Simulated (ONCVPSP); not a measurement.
What one change does to a pseudopotential (mercury, ONCV)

ONCVPSP 4.0.1 input, shortened (lines: element, Z, core and valence counts, functional; n l f; lmax; l rc ep ncon nbas qcut; lloc lpopt rc5 dvloc0; l nproj debl; icmod fcfact rcfact), revPBE, fully relativistic:

```
  Hg 80.00   10    4  -102130      upf
    1    0    2.00
    2    0    2.00
    2    1    6.00
    3    0    2.00
    3    1    6.00
    3    2   10.00
    4    0    2.00
    4    1    6.00
    4    2   10.00
    4    3   14.00
    5    0    2.00
    5    1    6.00
    5    2   10.00
    6    0    2.00
    2
    0    1.75    0.00    5    9    6.10
    1    1.05    0.00    4    7    6.80
    2    1.90    0.00    3    7    8.00
    4    5    0.95    2.00
    0    2    2.40
    1    2    1.30
    2    2    1.90
    0    0.00    0.00
```

Open shells are filled in proportion to 2j + 1.

In the p channel the program set the typed energies aside and used -2.262, 0.250 Ha (j = l + 1/2; the other j can differ).

Change: p: nproj 1.

Cutoffs: the cutoffs (Ha) at which the residual kinetic energy of the hardest occupied pseudo-wave falls to 1 and 0.1 mHa per electron; they do not see the model core or the augmentation charge, which bear on the density cutoff. Errors are all-electron minus pseudo energies relative to the spin-unpolarised reference configuration.

Q: How do hardness, ghosts and transferability respond?

A: The potential gets neither clearly harder nor softer (125 Ha and 146 Ha → 125 Ha and 146 Ha); of the 4 tests that both files solve, the error grows in 0 and shrinks in 1 by more than 15 % and 0.3 meV (median size 7.9 → 5.4 meV); the range in which the p3/2 phases agree narrows (upper end at the end of the scan → 1.8); the range in which the p1/2 phases agree narrows (upper end at the end of the scan → 2.1); neither file shows a bound ghost.

```csv
quantity,base,changed
"cutoff, loose",125 Ha,125 Ha
"cutoff, tight",146 Ha,146 Ha
bound ghosts,none,none
GHOST(+) flags under 300 eV,s at 43.6 eV,s at 43.6 eV
"error for 5s2 5p6 5d10 6s1, meV [ΔE 10.59 eV]",-1.5,-1.5
"error for 5s2 5p6 5d10 6s0, meV [ΔE 29.43 eV]",-8.8,-8.8
"error for 5s2 5p6 5d9 6s0, meV [ΔE 64.88 eV]",-6.9,-6.2
"error for 5s2 5p5 5d10 6s2, meV [ΔE 74.47 eV]",-10,-4.7
s: phases at 1.77 bohr within 0.05 rad from the reference energy up to (Ha; the scan ends near 5),1.5,1.5
p3/2: phases at 1.07 bohr within 0.05 rad from the reference energy up to (Ha; the scan ends near 5),to the end of the scan,1.8
p1/2: phases at 1.07 bohr within 0.05 rad from the reference energy up to (Ha; the scan ends near 5),to the end of the scan,2.1
d5/2: phases at 1.93 bohr within 0.05 rad from the reference energy up to (Ha; the scan ends near 5),to the end of the scan,to the end of the scan
d3/2: phases at 1.93 bohr within 0.05 rad from the reference energy up to (Ha; the scan ends near 5),to the end of the scan,to the end of the scan
```
